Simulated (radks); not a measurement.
All-electron atom: Nb3+ in [Kr] 4d2.

All-electron calculation, Dirac Kohn-Sham, PBEsol, spin-unpolarised, spherical densities, finite nucleus; open shells fill j = l - 1/2 first; Fermi nuclear charge, rms radius 4.324 fm. Program: a radial shooting solver on a logarithmic mesh with Libxc functionals.

Energy parts (eV):
part                       energy
total                 -103846.533
kinetic                107488.674
electron-nucleus      -249678.949
Hartree                 41496.486
exchange-correlation    -3152.745

Orbitals (lengths in bohr, moments of r in powers of bohr; r(max) is where P^2 peaks; r(90%) holds 90 % of the orbital's charge):
[
 {"orbital": "1s1/2", "occ.": "2", "eigenvalue (eV)": "-18818.49", "r(max)": "0.02350", "r(90%)": "0.0647", "<r^2>": "0.001759", "<r^4>": "8.000e-06", "small-component weight": "2.23e-02"},
 {"orbital": "2s1/2", "occ.": "2", "eigenvalue (eV)": "-2658.980", "r(max)": "0.1334", "r(90%)": "0.244", "<r^2>": "0.02941", "<r^4>": "0.001494", "small-component weight": "4.55e-03"},
 {"orbital": "2p1/2", "occ.": "2", "eigenvalue (eV)": "-2443.244", "r(max)": "0.1039", "r(90%)": "0.220", "<r^2>": "0.02225", "<r^4>": "0.0009964", "small-component weight": "4.56e-03"},
 {"orbital": "2p3/2", "occ.": "4", "eigenvalue (eV)": "-2347.564", "r(max)": "0.1076", "r(90%)": "0.226", "<r^2>": "0.02363", "<r^4>": "0.001110", "small-component weight": "4.41e-03"},
 {"orbital": "3s1/2", "occ.": "2", "eigenvalue (eV)": "-469.4092", "r(max)": "0.3959", "r(90%)": "0.656", "<r^2>": "0.2254", "<r^4>": "0.07897", "small-component weight": "1.20e-03"},
 {"orbital": "3p1/2", "occ.": "2", "eigenvalue (eV)": "-388.1993", "r(max)": "0.3833", "r(90%)": "0.665", "<r^2>": "0.2245", "<r^4>": "0.08271", "small-component weight": "1.15e-03"},
 {"orbital": "3p3/2", "occ.": "4", "eigenvalue (eV)": "-372.6877", "r(max)": "0.3926", "r(90%)": "0.680", "<r^2>": "0.2351", "<r^4>": "0.09059", "small-component weight": "1.11e-03"},
 {"orbital": "3d3/2", "occ.": "4", "eigenvalue (eV)": "-229.1668", "r(max)": "0.3327", "r(90%)": "0.691", "<r^2>": "0.2241", "<r^4>": "0.09842", "small-component weight": "9.93e-04"},
 {"orbital": "3d5/2", "occ.": "6", "eigenvalue (eV)": "-226.2769", "r(max)": "0.3354", "r(90%)": "0.696", "<r^2>": "0.2276", "<r^4>": "0.1014", "small-component weight": "9.82e-04"},
 {"orbital": "4s1/2", "occ.": "2", "eigenvalue (eV)": "-88.7774", "r(max)": "1.028", "r(90%)": "1.67", "<r^2>": "1.488", "<r^4>": "3.331", "small-component weight": "2.67e-04"},
 {"orbital": "4p1/2", "occ.": "2", "eigenvalue (eV)": "-66.0122", "r(max)": "1.099", "r(90%)": "1.85", "<r^2>": "1.795", "<r^4>": "5.024", "small-component weight": "2.25e-04"},
 {"orbital": "4p3/2", "occ.": "4", "eigenvalue (eV)": "-63.8095", "r(max)": "1.124", "r(90%)": "1.89", "<r^2>": "1.875", "<r^4>": "5.482", "small-component weight": "2.17e-04"},
 {"orbital": "4d3/2", "occ.": "2", "eigenvalue (eV)": "-30.6566", "r(max)": "1.392", "r(90%)": "2.63", "<r^2>": "3.399", "<r^4>": "20.05", "small-component weight": "1.26e-04"},
 {"orbital": "4d5/2", "occ.": "0", "eigenvalue (eV)": "-30.4214", "r(max)": "1.402", "r(90%)": "2.64", "<r^2>": "3.445", "<r^4>": "20.58", "small-component weight": "1.25e-04"},
 {"orbital": "5s1/2", "occ.": "0", "eigenvalue (eV)": "-25.3517", "r(max)": "2.565", "r(90%)": "4.00", "<r^2>": "8.765", "<r^4>": "110.1", "small-component weight": "5.87e-05"},
 {"orbital": "5p1/2", "occ.": "0", "eigenvalue (eV)": "-19.8925", "r(max)": "2.944", "r(90%)": "4.60", "<r^2>": "11.56", "<r^4>": "192.3", "small-component weight": "4.65e-05"},
 {"orbital": "5p3/2", "occ.": "0", "eigenvalue (eV)": "-19.5324", "r(max)": "3.000", "r(90%)": "4.67", "<r^2>": "11.94", "<r^4>": "204.9", "small-component weight": "4.54e-05"}
]

The highest occupied level is 4d3/2 at -30.657 eV. For comparison, the ionisation energy in NIST's Atomic Spectra Database is 37.61 eV (measured). In exact Kohn-Sham theory the highest level is minus the ionisation energy, but local and semilocal functionals leave it too shallow, through self-interaction and a potential that decays too fast; potentials with the right tail come closer. The electron density at the nucleus is 8.236e+04 e/bohr^3. The density falls to 0.001 e/bohr^3 at r = 3.29 bohr. Summed over all electrons, <r^2> = 25.17 bohr^2, which gives a Langevin (diamagnetic) susceptibility term of -19.9 x 10^-6 cm^3/mol.

Beside tabulated values, note that spin-unpolarised runs miss the spin-polarisation part of the exchange energy of open shells.
